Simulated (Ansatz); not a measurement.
The inner images of a band of AlF2H2N + H2 (8 atoms, charge 0, multiplicity 1) are given out of order.

The calculation used RKS B3LYP/def2-SVP (Ansatz).

Image 0:

```xyz
8
Properties=species:S:1:pos:R:3
Al -0.007 -0.004 0.402
N 0.027 -0.366 2.124
H -0.785 -0.628 2.673
H 0.872 -0.447 2.679
F 1.402 0.216 -0.447
F -1.426 -0.092 -0.456
H -0.256 2.302 0.307
H -0.242 2.141 1.055
```

Image 8:

```xyz
8
Properties=species:S:1:pos:R:3
Al -0.068 0.571 0.002
N -0.047 0.308 2.033
H -0.810 -0.329 2.280
H 0.836 -0.145 2.288
F 1.433 -0.130 -0.300
F -1.384 -0.431 -0.309
H -0.232 2.121 -0.250
H -0.144 1.158 2.593
```

Question: Put them in order from the first end to the last, with their energies above the first end.
A.
```xyz
8
Properties=species:S:1:pos:R:3
Al -0.041 0.385 0.085
N -0.037 0.123 2.023
H -0.828 -0.310 2.512
H 0.826 -0.110 2.526
F 1.447 0.063 -0.592
F -1.435 -0.216 -0.601
H -0.196 1.970 0.612
H -0.152 1.218 1.771
```
B.
```xyz
8
Properties=species:S:1:pos:R:3
Al -0.015 0.085 0.262
N -0.006 -0.115 2.038
H -0.817 -0.390 2.582
H 0.844 -0.173 2.590
F 1.416 0.130 -0.579
F -1.422 -0.170 -0.583
H -0.222 2.091 0.675
H -0.193 1.663 1.350
```
C.
```xyz
8
Properties=species:S:1:pos:R:3
Al -0.008 -0.011 0.328
N 0.015 -0.279 2.071
H -0.803 -0.487 2.634
H 0.854 -0.277 2.641
F 1.404 0.160 -0.528
F -1.420 -0.149 -0.534
H -0.237 2.249 0.515
H -0.220 1.916 1.209
```
D.
```xyz
8
Properties=species:S:1:pos:R:3
Al -0.053 0.499 -0.003
N -0.040 0.205 2.025
H -0.818 -0.307 2.449
H 0.832 -0.103 2.465
F 1.439 -0.075 -0.511
F -1.400 -0.360 -0.518
H -0.211 2.066 0.189
H -0.164 1.198 2.240
```
E.
```xyz
8
Properties=species:S:1:pos:R:3
Al -0.060 0.532 -0.004
N -0.043 0.262 2.028
H -0.808 -0.328 2.369
H 0.837 -0.120 2.386
F 1.433 -0.120 -0.417
F -1.392 -0.404 -0.422
H -0.218 2.106 -0.033
H -0.165 1.195 2.430
```
F.
```xyz
8
Properties=species:S:1:pos:R:3
Al -0.049 0.463 0.019
N -0.036 0.150 2.022
H -0.827 -0.290 2.499
H 0.830 -0.088 2.512
F 1.446 -0.007 -0.570
F -1.421 -0.291 -0.575
H -0.203 2.010 0.413
H -0.156 1.176 2.017
```
G.
```xyz
8
Properties=species:S:1:pos:R:3
Al -0.031 0.266 0.165
N -0.029 0.061 2.028
H -0.820 -0.341 2.533
H 0.832 -0.128 2.543
F 1.438 0.092 -0.594
F -1.433 -0.199 -0.597
H -0.205 1.966 0.711
H -0.168 1.405 1.548
```

Answer: C (+0.04 eV), B (+0.27 eV), G (+0.67 eV), A (+0.11 eV), F (-0.47 eV), D (-0.72 eV), E (-0.85 eV).

The run took 3.2 min on 1 thread of Arm Neoverse V1, on a shared host, peak memory 0.15 GiB.
